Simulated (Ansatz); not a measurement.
Reaction (ligand exchange at the Sn–C bond): `[SiH3][CH2][SnH3]` + `C[SeH]` → `C[Se][SnH3]` + `C[SiH3]`

Gas-phase electronic energies from Ansatz, PBE0-D4/def2-TZVP geometries. CCSD(T)/CBS is the MP2 limit (def2-TZVPP, def2-QZVPP) plus CCSD(T) − MP2 in def2-TZVPP, frozen cores. This one scheme is used for every species. Functionals use def2-TZVPP. Elements past krypton have def2 core potentials. For Se, Sn outer-core shells are correlated without core-valence functions, which leaves a few kJ/mol of doubt a bond. Scalar relativity is left out up to krypton.

```json
{"level": "revPBE-D4", "ΔE (kJ/mol)": "-89.0"}
{"level": "BLYP", "ΔE (kJ/mol)": "-92.7"}
```

(1) What does CCSD(T)/CBS give? (An estimate is asked.)

Largest T1 diagnostic among the species: 0.012.

Answers

(1) Computed: -87.0 kJ/mol. The listed levels differ from it by -2.0, -5.7 kJ/mol.

In def2-TZVPP, CCSD(T) changes the Hartree–Fock value by +16.9 kJ/mol (the triples alone add +1.0 kJ/mol) and MP2 by +14.0 kJ/mol. Leaving LDA and LC-ωPBE aside and taking each functional with its dispersion term where it has one, the values, not all of them listed here, spread over 7.2 kJ/mol, from BHLYP-D4 to ωB97X-V. LDA lies +5.6 kJ/mol from PBE without D4.

CCSD(T)/CBS has its own doubt, a few kJ/mol and more with outer-core shells, so smaller differences from it don't rank the levels.
